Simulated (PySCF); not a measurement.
**Exercise with solution: oscillator strength and radiative lifetime**

B(F)(Br)(NH2) (BBrFH₂N), SMILES NB(F)Br.

The structure is a stationary point at PBE0-D3(BJ)/def2-SVP. The values are those of a single conformer.

PySCF with TDA-CAM-B3LYP/def2-SVPD puts the first singlet state with f over 0.02 at 7.56 eV (vertical), with the transition dipole (0.564, 0.094, 0.000) in atomic units.

Q: Find the oscillator strength, the wavelength and the radiative lifetime that this transition would have in vacuum if emission retraced absorption.

A: 
|μ|² = 0.3269 au, so |μ| = 1.45 D. ΔE = 7.56/27.211 = 0.2778 hartree. f = (2/3) ΔE |μ|² = 0.061 (the program prints 0.061).
λ = 1239.84/7.56 = 164 nm; ν = 60975 cm⁻¹.
Einstein's coefficient A = 0.6670 ν² f s⁻¹ (ν in cm⁻¹) = 1.5e8 s⁻¹, so τ = 1/A = 6.7 ns. This state is S2; the lower singlet has f = 0.001. The figure is the radiative limit of this one transition; relaxation, internal conversion, crossing to triplets and a medium change what is measured.
